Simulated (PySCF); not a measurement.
# Assignment exercise: C$_{6}$H$_{5}$F$_{3}$O

Atom-mapped SMILES (the numbers label the heavy atoms): `[CH2:1]=[C:2]1[O:3][C:4]([CH:5]([F:6])[F:7])=[C:8]1[CH2:9][F:10]`. Each H is labelled by its parent atom. Ha(C1) is cis to O3; Hb(C1) is trans to O3.

[PySCF 2.14: PBE0/pcSseg-1 with gauge-including orbitals; structure optimised with GFN2-xTB; no solvent; a single conformation; no relativistic terms; averaged over atoms made equivalent by symmetry, fast rotation or ring inversion]

Chemical shifts δ = σref − σ; TMS for 13C, 1H, all at this level.

Question: Assign these signals to the numbered atoms. 13C{1H} NMR (computed): δ 165.7 (C), 162.2 (C), 122.8 (C), 115.4 (CH), 101.9 (CH2), 80.4 (CH2).

Answer: 
| δ (ppm) | atoms | environment | reason |
| --- | --- | --- | --- |
| 165.7 | C2 | alkene carbon bearing oxygen | an sp2 carbon further deshielded by the attached heteroatom |
| 162.2 | C4 | alkene carbon bearing oxygen | – |
| 122.8 | C8 | β carbon of an enol-ether or enamine type C=C | – |
| 115.4 | C5 | allylic sp3 CH bonded to 2 F | 2 electronegative neighbours deshield it |
| 101.9 | C1 | β carbon of an enol-ether or enamine type C=C | the O or N lone pair pushes π density onto this β carbon and shields it |
| 80.4 | C9 | allylic sp3 CH2 bonded to F | pulled downfield by the heteroatom |

Question: Assign these signals to the numbered atoms. 1H NMR (400 MHz, computed): δ 6.48 (m, 1H), 5.87 (m, 2H), 5.33 (m, 1H), 5.22 (m, 1H).

Answer: 
```tsv
δ (ppm)	atoms	environment	reason
6.48	H(C5)	hydrogen on an allylic sp3 CH bonded to 2 F	its carbon carries F, an electronegative neighbour
5.87	H(C9)	hydrogen on an allylic sp3 CH2 bonded to F	its carbon carries F, hence the downfield position
5.33	Hb(C1)	hydrogen on a β carbon of an enol-ether or enamine type C=C	olefinic region
5.22	Ha(C1)	hydrogen on a β carbon of an enol-ether or enamine type C=C	–
```

Hb(C1) and Ha(C1) lie closer than the usual error of such a calculation, so a measured spectrum could show them in the other order.

Splittings by 19F in the carbon and heteronuclear signals aren't shown, as no couplings were computed. Shifts are as computed. Against solution values, carbons near 30 ppm lie about +3 ppm off and those near 130 ppm about +5 ppm. Of 1211 compounds with measured shifts, 218 miss one by over three times the rms of a fit or turn the order of signals round; such compounds aren't used in these exercises. Multiplicities follow the n + 1 count of equivalent neighbours, as no J values were calculated; m marks all less simple cases, F and P coupling included.
